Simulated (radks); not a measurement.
Spherical quantum dot in the effective-mass picture: electrons in a parabolic well V = omega^2 r^2 / 2 with omega = 0.0704, with a point charge +2 (a donor) at the centre, all in effective atomic units (hartree* = m*/eps^2 hartree, bohr* = eps/m* bohr), one dielectric constant everywhere. Calculated with a radial shooting solver with Libxc functionals: non-relativistic Kohn-Sham, LDA (Slater exchange, Perdew-Wang correlation), spin-polarised, spherical densities. Levels are named by radial order and angular momentum (1s, 1p, 1d, 2s, ...), and open shells are averaged over m.

N = 16, configuration 1s2 1p6 1d(up 5, down 1) 2s2. This is the lowest configuration that the search found (a dilute case). Occupied and some empty levels:

level,occupation,eigenvalue (hartree*),<r> (bohr*)
1s down,1,0.88628,0.9628
1s up,1,0.88648,0.9626
2s up,1,1.3781,9.515
2s down,1,1.3861,9.289
1p up,3,1.3915,10.27
1p down,3,1.4001,10.16
1d up,5,1.4131,11.19
1d down,1,1.4223,11.21
1f up,0,1.4393,11.87
1f down,0,1.4484,11.94
2p up,0,1.4595,9.403
2p down,0,1.4642,9.399
1g up,0,1.4697,12.44
1g down,0,1.4784,12.54

Energy (hartree*): total 8.79364, kinetic 3.2940, external -5.4439, Hartree 13.333, exchange-correlation -2.3890.

Electron density:

r (bohr*),n(r) (e/bohr*^3)
0.407,0.7398
1.43,0.02595
2.45,0.001786
3.47,0.0007255
4.49,0.0008707
5.52,0.001092
6.54,0.001304
7.56,0.001482
8.58,0.001590
9.60,0.001585
10.6,0.001437
11.7,0.001156
12.7,0.0008055
13.7,0.0004759
14.7,0.0002351
15.7,0.00009549
16.8,0.00003249
17.8,9.187e-06
18.8,2.171e-06
19.8,4.301e-07
